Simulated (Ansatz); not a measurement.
`O[SiH](Br)O[SiH3]` and `CO[SiH](Br)O[SiH3]` differ in one atom or group.

Ansatz, PBE0-D4/def2-TZVP geometries, multiplicity 1. Each molecule was computed in one conformer, which needn't be the lowest.

Scalar relativity is left out up to krypton.

| property | `O[SiH](Br)O[SiH3]` |
| --- | --- |
| HOMO–LUMO gap (B3LYP/def2-TZVPP) / eV | 8.09 |
| HOMO–LUMO gap (PBE0/def2-TZVPP) / eV | 8.60 |
| size of the dipole moment (B3LYP/def2-TZVPP) / D | 1.24 |
| HOMO energy (ωB97M-V/def2-TZVPP) / eV | -10.87 |
| HOMO energy (B3LYP/def2-TZVPP) / eV | -8.32 |
| LUMO energy (ωB97M-V/def2-TZVPP) / eV | 1.62 |

(1) What does the change do to each property? (An estimate is asked.)

## Answers

(1) The calculation gave: 
| property | `CO[SiH](Br)O[SiH3]` | shift |
| --- | --- | --- |
| HOMO–LUMO gap (B3LYP/def2-TZVPP) / eV | 8.15 | 0.06 |
| HOMO–LUMO gap (PBE0/def2-TZVPP) / eV | 8.63 | 0.03 |
| size of the dipole moment (B3LYP/def2-TZVPP) / D | 1.28 | 0.04 |
| HOMO energy (ωB97M-V/def2-TZVPP) / eV | -10.78 | 0.09 |
| HOMO energy (B3LYP/def2-TZVPP) / eV | -8.25 | 0.07 |
| LUMO energy (ωB97M-V/def2-TZVPP) / eV | 1.80 | 0.18 |

Dipoles are sizes alone; their direction can turn.

B3LYP here is the variant with VWN-RPA as its local correlation; programs differ in this.

Spin–orbit coupling is left out; it splits and shifts lone-pair levels of the heavy atoms by tenths of an eV.
